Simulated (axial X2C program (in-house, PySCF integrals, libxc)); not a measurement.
## HSbF: properties at the nuclei

Calculated with an in-house all-electron X2C program for linear molecules (integrals from PySCF): two-component X2C with atomic mean-field Coulomb and Gaunt terms, Gaussian nuclei, basis H dyall-v3z, Sb dyall-v3z, F dyall-av3z with contracted cores.

H–Sb–F held linear, with bonds 1.875 and 1.982 Å (near the PBE0 minimum at charge 0 of the determinant lowest at the starting distance; the state shown can have its own minimum elsewhere, held linear; other orders of the atoms were not compared).

Determinant lowest in the PBE0 search, Ω = 3/2 (⟨Sz⟩ = 1.49, ⟨Lz⟩ = 0.01 at PBE0), spin on the atoms H 0.30, Sb 1.12, F 0.07:

| level | Eeff magnitude (GV/cm) | Ws magnitude Sb (kHz) | A∥/gI H (MHz) | qzz H (a.u.) | A∥/gI Sb (MHz) | qzz Sb (a.u.) | A∥/gI F (MHz) | qzz F (a.u.) | μ (D) |
| --- | --- | --- | --- | --- | --- | --- | --- | --- | --- |
| PBE0 | 4.44 | 1.95 | 56.5 | 0.06 | 853 | 2.89 | 69.2 | 1.71 | -2.58 |
| HF | 8.97 | 3.74 | 62.7 | 0.06 | 1060 | 3.43 | 92.1 | 1.65 | -3.03 |
| TPSSh | 4.89 | 2.11 | 58.6 | 0.06 | 818 | 3.03 | 61.4 | 1.70 | -2.43 |

Determinant 0.32 eV from it at PBE0 and this distance, Ω = 1/2 (⟨Sz⟩ = -0.47, ⟨Lz⟩ = 0.97 at PBE0), spin on the atoms H 0.04, Sb -0.50, F -0.01:

| level | Eeff magnitude (GV/cm) | Ws magnitude Sb (kHz) | A∥/gI H (MHz) | qzz H (a.u.) | A∥/gI Sb (MHz) | qzz Sb (a.u.) | A∥/gI F (MHz) | qzz F (a.u.) | μ (D) |
| --- | --- | --- | --- | --- | --- | --- | --- | --- | --- |
| PBE0 | 5.22 | 6.2 | 19.4 | 0.06 | 3630 | -3.98 | 187 | -0.11 | -1.52 |
| HF | 7.02 | 8.43 | 27.4 | 0.07 | 3960 | -2.97 | 118 | 0.06 | -1.93 |
| TPSSh | 3.48 | 4.17 | 15.2 | 0.06 | 3600 | -3.88 | 197 | -0.18 | -1.27 |

Eeff is the effective electric field on the electron electric dipole moment in this Ω state and Ws the scalar–pseudoscalar constant of the nucleus named (defined with the proton number Z and per Ω); A∥ (defined per Ω) follows by multiplying with gI = μI/(I μN); qzz is the electric field gradient, eQq0 = 234.96 MHz × Q/barn × qzz; μ is positive if the F end (last atom) is positive. The operators were transformed with the bare-nucleus X2C matrices; with these basis sets, hyperfine constants and field gradients can be off by tens of per cent, and where levels differ in sign neither size nor sign is settled.

Problem. With gI(1H) = 5.5857, gI(121Sb) = 1.3454, Q(121Sb) = -0.543 barn, gI(19F) = 5.2577 (g factors from the IAEA table of nuclear moments by Stone; Q from Pyykkö, Mol. Phys. 2018), turn the PBE0 values of the first state into constants in MHz.

Solution. A∥(1H) = 56.5 × 5.5857 = 316 MHz; A∥(121Sb) = 853 × 1.3454 = 1150 MHz; eQq0(121Sb) = 234.96 × (-0.543) × (2.89) = -369 MHz; A∥(19F) = 69.2 × 5.2577 = 364 MHz.

The molecule was held linear; bending was not examined, so a bent shape may lie lower.

Each state is one determinant with collinear spin, which with several unpaired electrons need not be a pure state. Unrestricted Hartree–Fock can overshoot spin polarisation at the nuclei. This is the top spin component of a Σ state; components of lower Ω are not single determinants and can lie lower. With several open shells hyperfine constants can be off by a factor of several. Where Eeff spreads by more than a factor of two the levels disagree and none is to be relied on. States lie within half an eV, so the first need not be the ground state. PBE0 term energies can be off by some tenths of an eV.
